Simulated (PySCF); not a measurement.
## Two-component Hartree-Fock for Cr¹⁵⁺ (chromium, charge +15)

Start: [He] 2s2 2p5; 2p1/2 filled at m_j = -1/2, +1/2; 2p3/2 filled at m_j = -1/2, +1/2, +3/2. Calculated with PySCF 2.14 in an uncontracted even-tempered set (18 s from 3 bohr⁻², ratio 2.4; 11 p from 3.9 bohr⁻², ratio 2.4; 5 d from 18 bohr⁻², ratio 2.6; 5 f from 28 bohr⁻², ratio 2.6): generalised Hartree-Fock with the X2C-1e Hamiltonian and a Gaussian nucleus; one run each with spin-orbit coupling (SO) switched off, then screened by Boettger's factors.

| spinor shell | electrons | ε, spin-free (eV) | ε, screened SO (eV) | weight of nominal j (screened SO) | rms radius, screened SO (bohr) |
| --- | --- | --- | --- | --- | --- |
| 1s1/2 | 2 | -6593.7 | -6593.3 | 1.000 | 0.0732 |
| 2s1/2 | 2 | -1208.2 | -1208.1 | 1.000 | 0.307 |
| 2p1/2 | 2 | -1105.2 | -1111.9 | 0.897 | 0.273 |
| 2p3/2 | 3 | -1105.2 | -1101.6 | 0.932 | 0.276 |

```json
{"quantity": "E (hartree)", "spin-free": "-926.11506", "screened SO": "-926.23633"}
{"quantity": "M_J", "spin-free": "3/2", "screened SO": "3/2"}
{"quantity": "⟨J²⟩", "spin-free": "3.750", "screened SO": "3.750"}
{"quantity": "⟨L²⟩", "spin-free": "2.000", "screened SO": "2.000"}
{"quantity": "⟨S²⟩", "spin-free": "0.750", "screened SO": "0.750"}
```

Each row is a mean over spinors that exchange with the open shell spreads, by up to 17.868 eV (2s1/2).

Rows whose weight is well below 1 are mixtures of j = l ± 1/2: exchange outweighs spin-orbit coupling there, and the label is only the starting occupation.

Without spin-orbit coupling the j labels of p, d and f shells carry no meaning; the spin-free column gives the mean over the occupied spinors of each nl shell.
